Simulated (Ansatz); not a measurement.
Geometry optimisation, RKS BLYP-D4/def2-SVP in Ansatz.

Input:

```yaml
crystal:
  periodic: [false, false, false]
  atoms:
    - { symbol: Al, position_ang: [0.0, 0.0, 0.0] }
    - { symbol: F, position_ang: [0.0, 0.0, 1.69] }
    - { symbol: "N", position_ang: [1.6627, 0.0, -0.96] }
    - { symbol: H, position_ang: [2.1293, -0.9179, -1.2118] }
    - { symbol: H, position_ang: [2.1141, 0.9179, -1.2382] }
    - { symbol: "N", position_ang: [-1.6627, 0.0, -0.96] }
    - { symbol: H, position_ang: [-2.3316, -0.8164, -0.8614] }
    - { symbol: H, position_ang: [-1.9118, 0.8164, -1.5886] }
basis:
  gaussian: { orbitals: def2-SVP }
hamiltonian:
  xc: blyp
  dispersion: d4
relax:
  f_tol: 0.02
  max_steps: 40
output:
  orbitals: {}
```

Launched with:

```bash
$ ansatz run input.yaml --threads 1 --pin off --max-ram 2048MiB --backend cpu --events-out ev --progress --plain --runs-dir out
```

**Question.** Where does it end, and by what steps?

**Answer.** The forces met the threshold. The force dipped under the threshold on the way, but the program's further checks kept it going. After 13 steps the energy has fallen by 1.157 eV; H4 moved furthest, 1.27 Å.

```csv
step,energy less start (eV),largest force component (eV/Å),accepted
0,0.0000,2.209,yes
1,-0.5449,1.119,yes
2,-0.7965,0.797,yes
3,-0.8809,0.574,yes
4,-0.9932,0.292,yes
5,-1.0561,0.279,yes
6,-1.1060,0.249,yes
7,-1.1394,0.120,yes
8,-1.1539,0.151,yes
9,-1.1562,0.009,yes
10,-1.1551,0.274,no
11,-1.1564,0.095,yes
12,-1.1566,0.041,yes
13,-1.1566,0.000,yes
```

```xyz
8
Properties=species:S:1:pos:R:3
Al -0.002 0.035 -0.088
F -0.009 0.142 1.590
N 1.563 0.097 -0.928
H 1.705 0.040 -1.938
H 2.463 0.196 -0.454
N -1.560 -0.133 -0.926
H -2.465 -0.172 -0.450
H -1.695 -0.205 -1.936
```

Whether the end is a true minimum wasn't checked by a vibrational analysis.

Run time: 53 s on 1 thread of Arm Neoverse N1 (shared host), peak memory 0.12 GiB.
